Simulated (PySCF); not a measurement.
A TDDFT job was run through a driver script with this input:

```
{"job": {"kind": "uv", "xc": "CAM-B3LYP", "basis": "def2-SVPD", "nstates": 8, "ntriplets": 3}, "charge": 0, "multiplicity": 1}
N      1.850446     0.086482     0.007832
C      0.813290    -0.619176    -0.005551
Si    -1.013800    -0.069363    -0.008521
Br    -0.956844     2.148492     0.005960
H      1.702665     1.097977     0.018973
H      0.991655    -1.693869    -0.017614
H     -1.685958    -0.462933    -1.236151
H     -1.692398    -0.478197     1.210507
```

Its output, with some lines taken out ([cut]):

```
coarse grid: 33936 points
cycle   1  E = -2958.4977523378  dE = -7.654e-01  |g| = 3.921e-01  |ddm| = 3.952e+00
cycle   2  E = -2958.4783957346  dE =  1.936e-02  |g| = 5.164e-01  |ddm| = 1.988e+00
cycle   3  E = -2958.5409449592  dE = -6.255e-02  |g| = 6.536e-02  |ddm| = 1.175e+00
cycle   4  E = -2958.5418646125  dE = -9.197e-04  |g| = 2.156e-02  |ddm| = 1.585e-01
cycle   5  E = -2958.5419913864  dE = -1.268e-04  |g| = 5.842e-03  |ddm| = 3.877e-02
cycle   6  E = -2958.5419991611  dE = -7.775e-06  |g| = 1.406e-03  |ddm| = 1.353e-02
final grid: 68688 points
cycle   7  E = -2958.5419970262  dE = -2.861e-07  |g| = 1.265e-03  |ddm| = 4.740e-03
cycle   8  E = -2958.5419967653  dE =  2.608e-07  |g| = 1.750e-03  |ddm| = 4.999e-03
cycle   9  E = -2958.5419973657  dE = -6.004e-07  |g| = 1.791e-04  |ddm| = 3.211e-03
cycle  10  E = -2958.5419973713  dE = -5.634e-09  |g| = 6.099e-05  |ddm| = 3.787e-04
cycle  11  E = -2958.5419973729  dE = -1.512e-09  |g| = 5.221e-06  |ddm| = 2.527e-04
cycle  12  E = -2958.5419973729  dE = -2.410e-11  |g| = 1.355e-06  |ddm| = 1.619e-05
converged SCF energy = -2958.5419973729

[cut]

Singlet excitations
state   eV       nm        f      main configurations
[cut]
  2   6.1516    201.5   0.00025   H->L+1 0.91
  3   6.8442    181.2   0.01892   H-1->L+1 0.94
[cut]
[cut]
  6   7.1370    173.7   0.00142   H-2->L 0.94
  7   7.1888    172.5   0.02014   H-1->L 0.75, H-2->L+1 0.21
  8   7.7442    160.1   0.05295   H->L+3 0.56, H-3->L 0.10

Triplet excitations (Tamm-Dancoff, eV): 3.4454 4.9766 5.9362
```

Theory: TDDFT CAM-B3LYP/def2-SVPD, vertical, gas phase, core orbitals frozen in the response (PySCF). Geometry: GFN2-xTB, one conformer, isolated molecule. The CAM-B3LYP/def2-SVPD calculation is non-relativistic and has no spin–orbit coupling, an omission that weighs most on bromine.

Problem. Restore the lines that were cut, in order.

Solution. 
```
Static polarisability (au): isotropic 66.161, principal 51.977 71.755 74.752
  1   4.2888    289.1   0.00018   H->L 0.97
  4   6.9400    178.7   0.01258   H->L+2 0.77, H->L+3 0.10
  5   7.0812    175.1   0.00761   H-2->L+1 0.65, H-1->L 0.23
```

Problem. What is the total energy of state 6 at this geometry?

Solution. -2958.54200 + 0.26228 = -2958.27972 hartree.

Problem. What is the polarisability anisotropy, √(½[(α1 − α2)² + (α2 − α3)² + (α3 − α1)²])?

Solution. 21.43 au.

Problem. Which orbital energies lie behind H and L?

Solution. HOMO -8.82 eV and LUMO -0.02 eV, a gap of 8.81 eV; state 1 differs from that by -4.52 eV.

Problem. Which species is it?

Solution. `[H]/N=C\[SiH2]Br` (CH4BrNSi), point group Cs.

The SCF starts on a coarse grid; the energy jumps when the final grid takes over, and dE counts afresh there. H and L stand for HOMO and LUMO.

Shape of the structure used: `[H]/[N:1]=[CH:2]\[SiH2:3][Br:4]`: N1–C2–Si3–Br4 0°.
